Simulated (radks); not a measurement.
Results of a calculation; reference values are marked as such.
Os2+, configuration [Xe] 4f14 5d5 6p1 (not the ground configuration). Code: a radial shooting solver on a logarithmic mesh with Libxc functionals. Model: Dirac Kohn-Sham, PBE, spin-unpolarised, spherical densities, point nucleus; open shells are shared between the two j in proportion to 2j + 1.

Normalised radial functions P(r) = r R(r) (large component), r in bohr:

r	4f5/2	6p1/2	6p3/2
0.0007693	0.0000	0.0019	0.0002
0.0008955	0.0000	0.0023	0.0003
0.001051	0.0000	0.0027	0.0004
0.001223	0.0000	0.0031	0.0006
0.001424	0.0000	0.0037	0.0008
0.001658	0.0000	0.0043	0.0011
0.00193	0.0000	0.0051	0.0014
0.002247	0.0000	0.0061	0.0018
0.002637	0.0000	0.0074	0.0025
0.00307	0.0000	0.0088	0.0033
0.003574	0.0000	0.0106	0.0043
0.004161	0.0000	0.0128	0.0056
0.004844	0.0000	0.0155	0.0073
0.005639	0.0000	0.0187	0.0095
0.006617	0.0000	0.0228	0.0124
0.007703	0.0000	0.0274	0.0159
0.008968	0.0001	0.0330	0.0203
0.01044	0.0001	0.0394	0.0257
0.01215	0.0002	0.0469	0.0321
0.01415	0.0004	0.0552	0.0396
0.0166	0.0007	0.0646	0.0488
0.01933	0.0012	0.0739	0.0583
0.0225	0.0021	0.0829	0.0683
0.0262	0.0035	0.0904	0.0780
0.0305	0.0059	0.0953	0.0863
0.03579	0.0100	0.0957	0.0917
0.04167	0.0164	0.0896	0.0918
0.04851	0.0265	0.0754	0.0848
0.05647	0.0421	0.0517	0.0689
0.06574	0.0660	0.0186	0.0429
0.07653	0.1013	-0.0221	0.0074
0.08981	0.1552	-0.0682	-0.0371
0.1046	0.2271	-0.1073	-0.0799
0.1217	0.3230	-0.1321	-0.1144
0.1417	0.4455	-0.1330	-0.1302
0.165	0.5940	-0.1032	-0.1185
0.192	0.7629	-0.0427	-0.0752
0.2254	0.9502	0.0436	-0.0004
0.2623	1.1194	0.1266	0.0828
0.3054	1.2591	0.1851	0.1546
0.3556	1.3483	0.1956	0.1902
0.4139	1.3718	0.1463	0.1715
0.4857	1.3205	0.0362	0.0905
0.5655	1.2071	-0.0983	-0.0288
0.6583	1.0471	-0.2255	-0.1593
0.7664	0.8611	-0.3088	-0.2653
0.8922	0.6703	-0.3204	-0.3150
1.039	0.4920	-0.2495	-0.2894
1.219	0.3315	-0.0951	-0.1790
1.419	0.2120	0.1003	-0.0120
1.652	0.1254	0.3069	0.1856
1.923	0.0680	0.4880	0.3785
2.239	0.0334	0.6133	0.5334
2.606	0.0146	0.6647	0.6247
3.058	0.0053	0.6355	0.6384
3.561	0.0017	0.5423	0.5770
4.145	0.0005	0.4124	0.4642
4.826	0.0001	0.2775	0.3307
5.618	0.0000	0.1628	0.2060
6.54	0.0000	0.0815	0.1099
7.675	0.0000	0.0322	0.0468
8.934	0.0000	0.0108	0.0170
10.4	0.0000	0.0029	0.0049

4f5/2: eigenvalue -75.452 eV, 0 radial nodes, <r> = 0.552 bohr, 90 % of the charge inside 0.901 bohr. 6p1/2: eigenvalue -16.404 eV, 4 radial nodes at r = 0.0707, 0.209, 0.507, 1.32 bohr, <r> = 3.03 bohr, 90 % of the charge inside 4.39 bohr. 6p3/2: eigenvalue -14.970 eV, 4 radial nodes at r = 0.0787, 0.226, 0.547, 1.43 bohr, <r> = 3.26 bohr, 90 % of the charge inside 4.72 bohr.
